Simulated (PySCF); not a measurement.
Species: C₇H₁₁FSi.
Numbering: `[CH2:1]=[CH:2][C@@H:3]([F:4])[SiH:5]1[CH2:6][CH:7]=[CH:8][CH2:9]1`

Geometry (PBE0-D3(BJ)/def2-SVP, Å), atoms numbered from 1 in this order:
```
atom  x, y, z in Å
C1     3.520    0.053    0.074
C2     2.279   -0.285    0.428
C3     1.114    0.638    0.407
F4     1.512    1.946    0.166
Si5   -0.161    0.184   -0.949
C6    -1.004   -1.474   -0.566
C7    -2.317   -1.017    0.018
C8    -2.659    0.278   -0.071
C9    -1.719    1.242   -0.749
H10    4.333   -0.676    0.096
H11    3.753    1.074   -0.237
H12    2.053   -1.310    0.745
H13    0.598    0.613    1.387
H14    0.527    0.278   -2.269
H15   -1.161   -2.081   -1.477
H16   -0.439   -2.118    0.129
H17   -2.986   -1.743    0.494
H18   -3.614    0.635    0.330
H19   -2.124    1.592   -1.715
H20   -1.539    2.149   -0.147
```

Probes without a nucleus sit at each ring's centroid and 1 Å off its mean plane on both sides; NICS is minus the shielding there, NICSzz its component along the normal. Level: GIAO PBE0/pcSseg-1 (PySCF, non-relativistic, gas phase) on the PBE0-D3(BJ)/def2-SVP geometry, one conformer.

Ring bond lengths (Å), with Mayer bond orders in brackets: Si5–C6 1.899 (0.88), C6–C7 1.508 (1.04), C7–C8 1.342 (1.92), C8–C9 1.507 (1.04), C9–Si5 1.894 (0.89).

Problem. Give the NICS values of each ring in ppm.

Solution. 
```
           ring                                                      type  NICS(0)  NICS(1), two faces  NICS(1)zz, two faces  rms pucker (Å)  centre to ring atoms, mean (Å)
Si5–C6–C7–C8–C9  5-membered ring with Si; formal bonds 1 double, 4 single     -2.2         -3.5 / -2.6           -2.4 / -1.9            0.08                            1.37
```

Problem. What do they say, and how far can they be read as aromaticity?

Solution. 
- Si5–C6–C7–C8–C9: mean NICS(1)zz -2.2 ppm, near zero. Si5, C6, C9 have four or more neighbours, and the NICS criterion for π rings isn't applied.

Problem. List the ring angles and the Hirshfeld charges of the ring atoms.

Solution. 
- Si5–C6–C7–C8–C9: Si5 95.8° (+0.362 e), C6 101.5° (-0.163 e), C7 119.2° (-0.053 e), C8 119.2° (-0.050 e), C9 101.7° (-0.162 e); sum 537.5° against 540° for a flat convex ring.

Problem. What are the shieldings of the ring atoms and their hydrogens in the same run (means over atoms taken as equivalent)?

Solution. 
```
atoms                  environment  σ isotropic (ppm)  principal values of the symmetric part, first atom (ppm)
  Si5                  SiH silicon              349.1                                       313.4, 357.6, 376.4
   C6  sp3 carbon bound to silicon              168.9                                       155.6, 162.2, 188.8
   C7             alkene CH carbon               44.1                                        -68.5, 60.8, 140.1
   C8             alkene CH carbon               43.2                                        -70.4, 59.2, 140.9
   C9  sp3 carbon bound to silicon              168.1                                       154.8, 162.7, 186.8
  H14                Si–H hydrogen              26.89                                          23.9, 25.3, 31.5
  H15           methylene hydrogen              29.62                                          25.2, 26.7, 36.9
  H16           methylene hydrogen              29.95                                          25.4, 28.3, 36.1
  H17             vinylic hydrogen              25.17                                          22.6, 25.7, 27.2
  H18             vinylic hydrogen              25.09                                          22.6, 25.6, 27.1
  H19           methylene hydrogen              29.55                                          25.1, 26.7, 36.8
  H20           methylene hydrogen              29.49                                          25.1, 27.9, 35.5
```

Problem. How do the values depend on the level or the medium?

Solution. 
```
                level  NICS(0), Si5–C6–C7–C8–C9  mean NICS(1)zz, Si5–C6–C7–C8–C9
   PBE0/pcSseg-1, gas                      -2.2                             -2.2
wB97X-D/pcSseg-1, gas                      -2.0                             -2.0
```

The geometry is the same throughout.

Time: 70 s (with the writing of density and orbital grids); peak memory 0.98 GiB. Hardware: one thread, Arm Neoverse V1 (aarch64), no GPU, shared host with 32 logical CPUs at a one-minute load of 30. This is the whole shielding run at PBE0/pcSseg-1, SCF included.
